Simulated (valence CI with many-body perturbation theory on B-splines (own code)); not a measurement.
Sensitivity of CI+MBPT for Tc29+

Computed by configuration interaction combined with many-body perturbation theory (CI+MBPT): four valence electrons over a frozen Dirac-Fock core [Ne], radial functions for each j: 6 s, 6 p, 5 d, 3 f, 1 g, with the one-electron correlation potential Σ1 (screened to all orders), the two-electron term Σ2, the three-electron term Σ3, Breit, model QED; selected single and double excitations, second order for the rest, scaled by the run's own slope (own B-spline code, finite nucleus).

No measured spectrum was set against this ion. As an estimate, large intervals hold to a few tenths of a per cent, small ones and those within an open d or f shell to about a per cent.

The reference run has the lowest level (3s^2 3p1/2^2) J=0 and an ionisation energy of 1636.75 eV. Its largest variational space holds 10000 state functions.

Levels are named by their leading jj configuration (3d3/2^4 stands for four electrons in 3d with j = 3/2), which in mixed levels can hold well under half, so a name can repeat and another be missing. Letters in brackets count levels of one name in rising energy.

Changed runs:
A. factor on the speed of light 1 → 10; QED terms on → off
B. box radius (bohr) 2.8096 → 2.3
C. size limit of the variational space 10000 → 6000; lowest core n in screening and Σ2 1 → 1
D. start configuration 3s2 3p2 → 3s4 (bad on purpose)

Excitation energies of the reference run in cm⁻¹, and shifts in cm⁻¹:

| Level | Reference | A | B | C |
| --- | --- | --- | --- | --- |
| (3s^2 3p1/2 3p3/2) J=1 | 183464 | -182739 | +0.2 | +0.6 |
| (3s^2 3p1/2 3p3/2) J=2 | 220328 |  | +0.2 | +0.6 |
| (3s^2 3p3/2^2) J=2 | 431387 |  | +0.3 | +0.4 |
| (3s^2 3p3/2^2) J=0 | 517560 | -369117 | +0.3 | 0 |
| (3s 3p1/2^2 3p3/2) J=2 | 743553 | -339797 | +0.1 | +0.3 |
| (3s 3p1/2^2 3p3/2) J=1 | 867834 | -310884 | +0.2 | +1.2 |
| (3s 3p1/2 3p3/2^2) J=2 [a] | 929458 | -372471 | +0.3 | 0 |
| (3s 3p1/2 3p3/2^2) J=3 | 985991 | -428934 | +0.3 | -0.9 |
| (3s^2 3p1/2 3d3/2) J=2 | 1035170 |  | +0.6 | -1.6 |
| (3s 3p1/2 3p3/2^2) J=0 | 1066920 | -433634 | +0.3 | 0 |
| (3s 3p1/2 3p3/2^2) J=1 [a] | 1087930 | -454647 | +0.3 | +1.0 |
| (3s 3p1/2 3p3/2^2) J=2 [b] | 1131940 |  | +0.5 | -1.5 |
| Ionisation energy (eV) | 1636.75 | -28.01 | +0.00012 | 0 |

A blank means that the level has no clear partner in that run.

Run D: It gave no result: a shell was given more electrons than it holds. The program said: "a valence shell holds more than 4l+2 electrons".
